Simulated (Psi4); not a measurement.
Two geometries of SMILES C(=O)(O)[SiH2][GeH3] (CH6GeO2Si), relaxed at B3LYP-D3(BJ)/def2-SVP with one dihedral held; other torsions can differ between them too.

Structure A

```
11

O     -2.8090    -0.3270     0.1294
C     -1.6928     0.0301    -0.1451
O     -1.4411     1.1033    -0.9412
Si    -0.0830    -0.9803     0.2221
Ge     1.8132     0.4740     0.2936
H     -2.2418     1.2788    -1.4699
H     -0.2851    -1.7431     1.4834
H      0.0174    -1.9310    -0.9230
H      2.0581     1.0844    -1.0999
H      1.5612     1.6144     1.3007
H      3.0811    -0.2922     0.7288
```

Structure B

```
11

O      1.1954     1.5749    -0.1064
C      1.2976     0.4411    -0.4974
O      2.4516     0.0268    -1.0758
Si    -0.1867    -0.8034    -0.3043
Ge    -1.9086     0.4429     0.7778
H      2.3837    -0.9033    -1.3375
H      0.2877    -1.9844     0.4799
H     -0.5642    -1.2988    -1.6632
H     -2.3053     1.6377    -0.1069
H     -1.3951     0.9467     2.1379
H     -3.1490    -0.4471     1.0065
```

### Question
Which is lower in energy at the level B3LYP-D3(BJ)/def2-TZVP // B3LYP-D3(BJ)/def2-SVP (Psi4 1.11), and by how much?

### Answer
A is lower, by 9.87 kJ/mol (dihedral Si4–C2–O3–H6: 150° in A, 0° in B).

E(B) − E(A) in kJ/mol at the other levels, on the same two geometries: B3LYP/def2-TZVP // B3LYP-D3(BJ)/def2-SVP (Psi4) 10.87; PBE/def2-TZVP // B3LYP-D3(BJ)/def2-SVP (Psi4) 8.41; PBE-D3(BJ)/def2-TZVP // B3LYP-D3(BJ)/def2-SVP (Psi4) 7.91.
